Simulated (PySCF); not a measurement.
**Two-component Hartree-Fock for Al²⁺ (aluminium, charge +2)**

Start: [Ne] 3s1; 3s1/2 filled at m_j = +1/2. Calculated with PySCF 2.14 in an uncontracted even-tempered set (21 s from 0.054 bohr⁻², ratio 2.4; 14 p from 0.071 bohr⁻², ratio 2.4; 6 d from 0.35 bohr⁻², ratio 2.6; 5 f from 0.53 bohr⁻², ratio 2.6): generalised Hartree-Fock with the X2C-1e Hamiltonian and a Gaussian nucleus; one run each with spin-orbit coupling (SO) switched off, then screened by Boettger's factors.

```tsv
spinor shell	electrons	ε, spin-free (eV)	ε, screened SO (eV)	weight of nominal j (screened SO)	rms radius, screened SO (bohr)
1s1/2	2	-1616.0	-1616.0	1.000	0.139
2s1/2	2	-154.32	-154.32	1.000	0.675
2p1/2	2	-107.84	-108.20	0.931	0.671
2p3/2	4	-107.84	-107.66	0.966	0.672
3s1/2	1	-28.110	-28.110	1.000	2.38
```

```csv
quantity,spin-free,screened SO
E (hartree),-241.46651,-241.46667
M_J,1/2,1/2
⟨J²⟩,0.750,0.750
⟨L²⟩,0.000,0.000
⟨S²⟩,0.750,0.750
```

Each row is a mean over spinors that exchange with the open shell spreads, by up to 0.757 eV (2s1/2).

Without spin-orbit coupling the j labels of p, d and f shells carry no meaning; the spin-free column gives the mean over the occupied spinors of each nl shell.
